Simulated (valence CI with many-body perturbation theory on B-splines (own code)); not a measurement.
**Cs²¹⁺: electric-dipole lines**

Level of theory: relativistic CI+MBPT: six valence electrons over a frozen Dirac-Fock core [Ar] 3d10, a basis of 9 s, 9 p, 8 d, 6 f, 3 g, 1 h functions for each j, with the one-electron correlation potential Σ1 (screened to all orders), the two-electron term Σ2, the three-electron term Σ3, Breit, model QED; selected single and double excitations, second order for the rest, scaled by the run's own slope (own B-spline code, finite nucleus).

No measured spectrum was set against this ion. As an estimate, levels hold to about 250 cm⁻¹ or 0.2 % of their energy and the worst to 1 %, as in measured heavy ions of charge 2 to 7; those with d or f electrons hold less well. Among the levels kept, up to 970 cm⁻¹ of a level comes from second order outside the variational space, and about a tenth of that is noise between levels of different J, which matters for small intervals.

Lines 1 to 50 of 90 in falling wavelength, among levels below 1007100 cm⁻¹, chosen from the strongest by gf and those to the six lowest levels. Wavelengths and rates use the calculated energies, so an error of 1000 cm⁻¹ moves a line at 336.4 Å by 0.34 % and its rate by three times that or more. Electric multipoles are in the length gauge, E1 and E2 with the static RPA response of the core. Weak lines are less certain than strong ones. Lines between different terms over intervals too small for the method are left out, as are lines whose strength nearly cancels. The highest levels of a list are the least certain.

Levels are named by their leading jj configuration (3d3/2^4 stands for four electrons in 3d with j = 3/2), which in mixed levels can hold well under half, so a name can repeat and another be missing. Letters in brackets count levels of one name in rising energy.

| λ vac (Å) | Upper | Lower | A (s⁻¹) | log gf | Branch % |
| --- | --- | --- | --- | --- | --- |
| 336.4 | (4s 4p1/2^2 4p3/2^3) J=1 | (4s^2 4p3/2^4) J=0 | 1.05e+08 | -2.27 | 0.3 |
| 245.6 | (4s 4p1/2^2 4p3/2^3) J=2 | (4s^2 4p1/2 4p3/2^3) J=2 | 2.06e+09 | -1.03 | 11.1 |
| 245.2 | (4s^2 4p1/2^2 4p3/2 4d3/2) J=1 | (4s^2 4p3/2^4) J=0 | 2.18e+08 | -2.23 | 0.9 |
| 232.0 | (4s 4p1/2^2 4p3/2^3) J=2 | (4s^2 4p1/2 4p3/2^3) J=1 | 3.28e+09 | -0.88 | 17.7 |
| 228.8 | (4s 4p1/2 4p3/2^4) J=1 | (4s^2 4p3/2^4) J=0 | 2.58e+09 | -1.22 | 5.8 |
| 221.3 | (4s 4p1/2^2 4p3/2^3) J=1 | (4s^2 4p1/2 4p3/2^3) J=2 | 3.54e+09 | -1.11 | 10.6 |
| 210.2 | (4s 4p1/2^2 4p3/2^3) J=1 | (4s^2 4p1/2 4p3/2^3) J=1 | 2.59e+09 | -1.29 | 7.8 |
| 201.9 | (4s^2 4p1/2^2 4p3/2 4d5/2) J=1 | (4s^2 4p3/2^4) J=0 | 1.39e+07 | -3.59 | 0.1 |
| 192.0 | (4s^2 4p1/2 4p3/2^2 4d3/2) J=1 [a] | (4s^2 4p3/2^4) J=0 | 2.86e+08 | -2.32 | 0.6 |
| 184.7 | (4s^2 4p1/2^2 4p3/2 4d3/2) J=2 | (4s^2 4p1/2 4p3/2^3) J=2 | 4.42e+06 | -3.95 | 0.2 |
| 181.8 | (4s^2 4p1/2^2 4p3/2 4d3/2) J=3 | (4s^2 4p1/2 4p3/2^3) J=2 | 2.85e+07 | -3.00 | 2.5 |
| 178.1 | (4s 4p1/2 4p3/2^4) J=0 | (4s^2 4p1/2 4p3/2^3) J=1 | 9.53e+09 | -1.34 | 100.0 |
| 177.8 | (4s^2 4p1/2^2 4p3/2 4d3/2) J=1 | (4s^2 4p1/2 4p3/2^3) J=2 | 9.77e+07 | -2.86 | 0.4 |
| 176.9 | (4s^2 4p1/2^2 4p3/2 4d3/2) J=2 | (4s^2 4p1/2 4p3/2^3) J=1 | 1.94e+07 | -3.34 | 0.7 |
| 176.8 | (4s 4p1/2^2 4p3/2^3) J=2 | (4s^2 4p1/2^2 4p3/2^2) J=2 | 1.32e+10 | -0.51 | 71.2 |
| 175.6 | (4s 4p1/2^2 4p3/2^3) J=1 | (4s^2 4p1/2^2 4p3/2^2) J=0 | 5.69e+09 | -1.10 | 17.1 |
| 172.0 | (4s^2 4p1/2^2 4p3/2 4d3/2) J=0 | (4s^2 4p1/2 4p3/2^3) J=1 | 1.45e+10 | -1.19 | 100.0 |
| 170.6 | (4s^2 4p1/2^2 4p3/2 4d3/2) J=1 | (4s^2 4p1/2 4p3/2^3) J=1 | 1.62e+09 | -1.67 | 7.0 |
| 169.7 | (4s^2 4p1/2 4p3/2^2 4d5/2) J=1 [a] | (4s^2 4p3/2^4) J=0 | 1.31e+09 | -1.77 | 0.9 |
| 169.0 | (4s 4p1/2 4p3/2^4) J=1 | (4s^2 4p1/2 4p3/2^3) J=2 | 3.11e+10 | -0.40 | 70.6 |
| 168.3 | (4s^2 4p1/2^2 4p3/2 4d5/2) J=2 | (4s^2 4p1/2 4p3/2^3) J=2 | 6.39e+08 | -1.87 | 1.9 |
| 163.9 | (4s 4p1/2^2 4p3/2^3) J=1 | (4s^2 4p1/2^2 4p3/2^2) J=2 | 2.14e+10 | -0.59 | 64.2 |
| 162.5 | (4s 4p1/2 4p3/2^4) J=1 | (4s^2 4p1/2 4p3/2^3) J=1 | 1.32e+09 | -1.80 | 3.0 |
| 161.8 | (4s^2 4p1/2^2 4p3/2 4d5/2) J=2 | (4s^2 4p1/2 4p3/2^3) J=1 | 7.71e+08 | -1.82 | 2.3 |
| 159.5 | (4s^2 4p1/2^2 4p3/2 4d5/2) J=3 | (4s^2 4p1/2 4p3/2^3) J=2 | 6.40e+07 | -2.77 | 0.1 |
| 157.4 | (4s^2 4p1/2 4p3/2^2 4d3/2) J=1 [b] | (4s^2 4p3/2^4) J=0 | 6.74e+07 | -3.12 | 0.0 |
| 153.9 | (4s^2 4p1/2^2 4p3/2 4d5/2) J=1 | (4s^2 4p1/2 4p3/2^3) J=2 | 1.40e+08 | -2.83 | 0.6 |
| 152.5 | (4s^2 4p1/2 4p3/2^2 4d5/2) J=1 [b] | (4s^2 4p3/2^4) J=0 | 1.14e+09 | -1.92 | 0.3 |
| 151.4 | (4s^2 4p1/2 4p3/2^2 4d3/2) J=2 [a] | (4s^2 4p1/2 4p3/2^3) J=2 | 7.73e+07 | -2.88 | 1.9 |
| 148.5 | (4s^2 4p1/2 4p3/2^2 4d3/2) J=3 [a] | (4s^2 4p1/2 4p3/2^3) J=2 | 4.54e+07 | -2.98 | 1.1 |
| 148.5 | (4s^2 4p1/2^2 4p3/2 4d5/2) J=1 | (4s^2 4p1/2 4p3/2^3) J=1 | 1.87e+08 | -2.73 | 0.8 |
| 148.0 | (4s^2 4p1/2 4p3/2^2 4d3/2) J=1 [a] | (4s^2 4p1/2 4p3/2^3) J=2 | 9.34e+09 | -1.04 | 20.0 |
| 147.1 | (4s^2 4p1/2^2 4p3/2 4d3/2) J=1 | (4s^2 4p1/2^2 4p3/2^2) J=0 | 3.01e+09 | -1.53 | 13.0 |
| 146.1 | (4s^2 4p1/2 4p3/2^2 4d3/2) J=2 [a] | (4s^2 4p1/2 4p3/2^3) J=1 | 1.17e+08 | -2.73 | 2.9 |
| 145.6 | (4s^2 4p1/2 4p3/2^2 4d5/2) J=3 [a] | (4s^2 4p1/2 4p3/2^3) J=2 | 1.04e+08 | -2.63 | 3.3 |
| 145.4 | (4s^2 4p1/2 4p3/2^2 4d3/2) J=0 | (4s^2 4p1/2 4p3/2^3) J=1 | 2.92e+09 | -2.03 | 100.0 |
| 145.4 | (4s^2 4p1/2 4p3/2^2 4d3/2) J=1 [c] | (4s^2 4p3/2^4) J=0 | 2.47e+09 | -1.63 | 0.5 |
| 143.0 | (4s^2 4p1/2 4p3/2^2 4d3/2) J=1 [a] | (4s^2 4p1/2 4p3/2^3) J=1 | 9.75e+07 | -3.05 | 0.2 |
| 142.9 | (4s^2 4p1/2^2 4p3/2 4d3/2) J=2 | (4s^2 4p1/2^2 4p3/2^2) J=2 | 2.60e+09 | -1.40 | 99.1 |
| 141.1 | (4s^2 4p1/2^2 4p3/2 4d3/2) J=3 | (4s^2 4p1/2^2 4p3/2^2) J=2 | 1.13e+09 | -1.63 | 97.5 |
| 141.0 | (4s 4p1/2 4p3/2^4) J=1 | (4s^2 4p1/2^2 4p3/2^2) J=0 | 9.07e+07 | -3.09 | 0.2 |
| 138.7 | (4s^2 4p1/2^2 4p3/2 4d3/2) J=1 | (4s^2 4p1/2^2 4p3/2^2) J=2 | 1.83e+10 | -0.80 | 78.7 |
| 138.2 | (4s^2 4p1/2 4p3/2^2 4d3/2) J=2 [b] | (4s^2 4p1/2 4p3/2^3) J=2 | 1.54e+08 | -2.66 | 0.7 |
| 134.4 | (4s^2 4p1/2 4p3/2^2 4d5/2) J=1 [a] | (4s^2 4p1/2 4p3/2^3) J=2 | 2.26e+10 | -0.74 | 15.0 |
| 133.8 | (4s^2 4p1/2 4p3/2^2 4d3/2) J=2 [b] | (4s^2 4p1/2 4p3/2^3) J=1 | 1.47e+09 | -1.71 | 7.0 |
| 133.3 | (4s 4p1/2 4p3/2^4) J=1 | (4s^2 4p1/2^2 4p3/2^2) J=2 | 8.97e+09 | -1.14 | 20.3 |
| 132.9 | (4s^2 4p1/2^2 4p3/2 4d5/2) J=2 | (4s^2 4p1/2^2 4p3/2^2) J=2 | 3.21e+10 | -0.37 | 95.8 |
| 130.9 | (4s^2 4p1/2 4p3/2^2 4d5/2) J=2 [a] | (4s^2 4p1/2 4p3/2^3) J=2 | 3.72e+07 | -3.32 | 0.1 |
| 130.3 | (4s^2 4p1/2^2 4p3/2 4d5/2) J=1 | (4s^2 4p1/2^2 4p3/2^2) J=0 | 2.26e+10 | -0.76 | 90.3 |
| 130.3 | (4s^2 4p1/2 4p3/2^2 4d5/2) J=1 [a] | (4s^2 4p1/2 4p3/2^3) J=1 | 1.70e+10 | -0.89 | 11.3 |
